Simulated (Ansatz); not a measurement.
Consider the homolysis of the Al–O bond: `[OH][Al]([SH])[O][SiH3]` → `[SiH3][O][Al][SH]`• + `[OH]`•.

Computed with Ansatz on PBE0-D4/def2-TZVP structures; ΔE is electronic, products minus reactants. CCSD(T)/CBS adds triple-zeta CCSD(T) − MP2 to the extrapolated MP2 energy (def2 sets, frozen cores). This one scheme is used for every species. DFT in def2-TZVPP. B3LYP here is the variant with VWN-RPA as its local correlation; programs differ in this. HSE06 is defined as in plane-wave codes. No spin–orbit coupling; open shells (•) take unrestricted orbitals. One conformer a species, not always the lowest.

`[OH][Al]([SH])[O][SiH3]`:

```xyz
10

O     0.115   -2.273    1.100
Al    0.639   -0.695    0.832
S     2.361    0.110    1.884
O    -0.185    0.262   -0.263
Si   -1.193    0.893   -1.371
H     0.530   -2.882    1.708
H     2.249    1.299    1.266
H    -2.513    1.187   -0.754
H    -1.386   -0.056   -2.499
H    -0.618    2.157   -1.902
```

`[SiH3][O][Al][SH]`•:

Z-matrix (Å, degrees):
```
Si
O 1 1.627
H 1 1.487 2 109.8
H 1 1.487 2 110.3 3 119.9
H 1 1.487 2 110.1 3 -119.9
Al 2 1.685 1 171.2 3 -166.9
S 6 2.204 2 117.4 1 176.6
H 7 1.347 6 91.1 2 -0.1
```

`[OH]`•:

```xyz
2

O    -0.023    0.308    0.376
H     0.023   -0.308   -0.376
```

```json
{"level": "PBE-D4", "ΔE (kcal/mol)": "126.8", "difference from CCSD(T)/CBS": "-6.2"}
{"level": "revPBE-D4", "ΔE (kcal/mol)": "122.0", "difference from CCSD(T)/CBS": "-11.0"}
{"level": "BLYP-D4", "ΔE (kcal/mol)": "125.4", "difference from CCSD(T)/CBS": "-7.6"}
{"level": "r2SCAN-D4", "ΔE (kcal/mol)": "126.2", "difference from CCSD(T)/CBS": "-6.8"}
{"level": "B97M-V", "ΔE (kcal/mol)": "129.0", "difference from CCSD(T)/CBS": "-4.0"}
{"level": "PBE0-D4", "ΔE (kcal/mol)": "125.3", "difference from CCSD(T)/CBS": "-7.7"}
{"level": "B3LYP-D4", "ΔE (kcal/mol)": "126.3", "difference from CCSD(T)/CBS": "-6.7"}
{"level": "r2SCANh-D4", "ΔE (kcal/mol)": "125.4", "difference from CCSD(T)/CBS": "-7.6"}
{"level": "r2SCAN0-D4", "ΔE (kcal/mol)": "124.2", "difference from CCSD(T)/CBS": "-8.8"}
{"level": "HSE06-D4", "ΔE (kcal/mol)": "125.3", "difference from CCSD(T)/CBS": "-7.7"}
{"level": "BHLYP-D4", "ΔE (kcal/mol)": "123.9", "difference from CCSD(T)/CBS": "-9.1"}
{"level": "CAM-B3LYP-D4", "ΔE (kcal/mol)": "129.6", "difference from CCSD(T)/CBS": "-3.4"}
{"level": "ωB97X-V", "ΔE (kcal/mol)": "130.8", "difference from CCSD(T)/CBS": "-2.2"}
{"level": "ωB97M-V", "ΔE (kcal/mol)": "132.2", "difference from CCSD(T)/CBS": "-0.8"}
{"level": "B2PLYP", "ΔE (kcal/mol)": "128.9", "difference from CCSD(T)/CBS": "-4.1"}
{"level": "PBE-QIDH", "ΔE (kcal/mol)": "129.0", "difference from CCSD(T)/CBS": "-4.0"}
{"level": "PBE", "ΔE (kcal/mol)": "126.1", "difference from CCSD(T)/CBS": "-6.9"}
{"level": "revPBE", "ΔE (kcal/mol)": "120.1", "difference from CCSD(T)/CBS": "-12.9"}
{"level": "BLYP", "ΔE (kcal/mol)": "124.0", "difference from CCSD(T)/CBS": "-9.0"}
{"level": "r2SCAN", "ΔE (kcal/mol)": "126.0", "difference from CCSD(T)/CBS": "-7.0"}
{"level": "PBE0", "ΔE (kcal/mol)": "124.7", "difference from CCSD(T)/CBS": "-8.3"}
{"level": "B3LYP", "ΔE (kcal/mol)": "125.3", "difference from CCSD(T)/CBS": "-7.7"}
{"level": "r2SCANh", "ΔE (kcal/mol)": "125.2", "difference from CCSD(T)/CBS": "-7.8"}
{"level": "r2SCAN0", "ΔE (kcal/mol)": "124.0", "difference from CCSD(T)/CBS": "-9.0"}
{"level": "HSE06", "ΔE (kcal/mol)": "124.8", "difference from CCSD(T)/CBS": "-8.2"}
{"level": "BHLYP", "ΔE (kcal/mol)": "123.2", "difference from CCSD(T)/CBS": "-9.8"}
{"level": "LC-ωPBE", "ΔE (kcal/mol)": "128.1", "difference from CCSD(T)/CBS": "-4.9"}
{"level": "RPA@PBE/def2-TZVPP", "ΔE (kcal/mol)": "121.0", "difference from CCSD(T)/CBS": "-12.0"}
{"level": "HF/def2-SVP", "ΔE (kcal/mol)": "97.2", "difference from CCSD(T)/CBS": "-35.8"}
{"level": "MP2/def2-SVP", "ΔE (kcal/mol)": "130.9", "difference from CCSD(T)/CBS": "-2.1"}
{"level": "CCSD/def2-SVP", "ΔE (kcal/mol)": "123.5", "difference from CCSD(T)/CBS": "-9.5"}
{"level": "CCSD(T)/def2-SVP", "ΔE (kcal/mol)": "124.4", "difference from CCSD(T)/CBS": "-8.6"}
{"level": "MP2/def2-TZVPP", "ΔE (kcal/mol)": "136.1", "difference from CCSD(T)/CBS": "3.1"}
{"level": "CCSD/def2-TZVPP", "ΔE (kcal/mol)": "127.4", "difference from CCSD(T)/CBS": "-5.6"}
{"level": "HF/def2-QZVPP", "ΔE (kcal/mol)": "97.7", "difference from CCSD(T)/CBS": "-35.3"}
{"level": "MP2/def2-QZVPP", "ΔE (kcal/mol)": "138.3", "difference from CCSD(T)/CBS": "5.3"}
{"level": "SCS-MP2/def2-QZVPP", "ΔE (kcal/mol)": "135.8", "difference from CCSD(T)/CBS": "2.8"}
{"level": "HF/CBS(def2)", "ΔE (kcal/mol)": "97.7", "difference from CCSD(T)/CBS": "-35.3"}
{"level": "MP2/CBS(def2)", "ΔE (kcal/mol)": "139.7", "difference from CCSD(T)/CBS": "6.7"}
{"level": "CCSD/CBS(def2)", "ΔE (kcal/mol)": "131.0", "difference from CCSD(T)/CBS": "-2.0"}
{"level": "CCSD(T)/CBS", "ΔE (kcal/mol)": "133.0", "difference from CCSD(T)/CBS": "0"}
```

Largest T1 diagnostic among the species: 0.014.

At CCSD(T), def2-SVP lies −8.6 kcal/mol from the extrapolated value and def2-TZVPP −3.6 kcal/mol: correlation converges slowly with the basis, and small sets miss more of it in the bonded molecule than in its fragments. The D4 term adds +1.1 kcal/mol with B3LYP and +0.6 kcal/mol with PBE0; it sums over pairs of atoms, weighted by their polarisabilities, and B3LYP, whose exchange is more repulsive, gets the larger term.
